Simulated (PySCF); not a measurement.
PySCF input:

```python
from pyscf import gto, scf, dft

mol = gto.M(
    atom='''
    C    -0.00000000   -0.00000000   -0.69355328
    F     0.00000000    0.00000000    0.46236885
    ''',
    basis='def2-tzvpd',
    charge=1,
    spin=2,
    symmetry='C2v',
    verbose=4,
)

mf = dft.UKS(mol, xc='m062x').density_fit(auxbasis='def2-universal-jkfit')
mf.grids.level = 4
mf.conv_tol = 1e-9
mf.max_cycle = 100
mf.max_memory = 1500
mf.kernel()
if not mf.converged:
    mf = mf.newton()
    mf.kernel(mf.make_rdm1())
mf.analyze()
```

**Question.** What final total energy does it print?

**Answer.** -137.27792 Eh (M06-2X/def2-TZVPD).

This state (charge 1, triplet) is run at the relaxed geometry of the species with charge 1 and multiplicity 1, and is a spin state other than that species' own.
